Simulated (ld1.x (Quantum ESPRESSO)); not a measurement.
## Which change was made? (Zn, PAW)

zinc (Zn), PAW, made with ld1.x (Quantum ESPRESSO) 7.5 (PBE, scalar-relativistic). Core [Ar], reference 3d10 4s1.5 4p0 (charge +0.5). Waves: 4s (bound): rcut 1.65, rcutus 1.95 bohr; 4s channel at 0.2 Ry: rcut 1.65, rcutus 1.95 bohr; 4p (bound, empty): rcut 1.85, rcutus 2.35 bohr; 4p channel at 1.95 Ry: rcut 1.85, rcutus 2.35 bohr; 3d (bound): rcut 1.40, rcutus 1.55 bohr; 3d channel at 1.95 Ry: rcut 1.40, rcutus 1.55 bohr. Local part: all-electron potential smoothed inside 1.15 bohr (lloc = -1). Core correction: Bessel-smoothed model core inside 1.45 bohr. Augmentation charge: BESSEL, radius 1.15 bohr.

Cutoffs, loose and tight: the cutoffs (Ry, on a coarse ladder) from which the occupation-weighted sum of valence levels, in a spherical-Bessel basis at the reference potential, stays within 10 and 1 mRy of its value at 400 Ry. They do not see the model core or the augmentation charge, which bear on the density cutoff. Test errors are all-electron minus pseudo excitation energies from the reference, over the configurations 3d10 4s2 4p0; 3d10 4s1 4p0; 3d10 4s0 4p0; 3d8 4s0 4p0; 3d9 4s0 4p0; 3d10 4s1 4p1; 3d9 4s2 4p0; variants that change the core or the reference have their own tests. The largest error is taken over the tests solved by every variant that gives reliable tests at all, those not shown here included: 3d10 4s0 4p0; 3d10 4s1 4p0; 3d10 4s2 4p0.

The base gives: outcome: generated; cutoff, loose: 55 Ry; cutoff, tight: 80 Ry; bound ghosts: s; largest test error (meV): -14.

Task: After one change the result is: outcome: generated; cutoff, loose: 45 Ry; cutoff, tight: 70 Ry; bound ghosts: s; largest test error (meV): -13. Which change was it?
A. waves 3d (bound): rcut 0.94, rcutus 1.00 bohr; 3d channel at 1.95 Ry: rcut 0.94, rcutus 1.00 bohr
B. waves 3d (bound): rcut 1.12, rcutus 1.18 bohr; 3d channel at 1.95 Ry: rcut 1.12, rcutus 1.18 bohr
C. waves 3d (bound): rcut 1.40, rcutus 1.66 bohr; 3d channel at 1.95 Ry: rcut 1.40, rcutus 1.66 bohr
D. waves 3d (bound): rcut 1.40, rcutus 2.34 bohr; 3d channel at 1.95 Ry: rcut 1.40, rcutus 2.34 bohr

Result: C. The others give: waves 3d (bound): rcut 1.40, rcutus 2.34 bohr; 3d channel at 1.95 Ry: rcut 1.40, rcutus 2.34 bohr → outcome: generated; cutoff, loose: 18 Ry; cutoff, tight: 30 Ry; bound ghosts: s; largest test error (meV): -13 | waves 3d (bound): rcut 1.12, rcutus 1.18 bohr; 3d channel at 1.95 Ry: rcut 1.12, rcutus 1.18 bohr → outcome: generated; cutoff, loose: 100 Ry; cutoff, tight: 180 Ry; bound ghosts: s; largest test error (meV): -0.8 | waves 3d (bound): rcut 0.94, rcutus 1.00 bohr; 3d channel at 1.95 Ry: rcut 0.94, rcutus 1.00 bohr → outcome: generated; cutoff, loose: 160 Ry; cutoff, tight: 260 Ry; bound ghosts: s; largest test error (meV): +15.
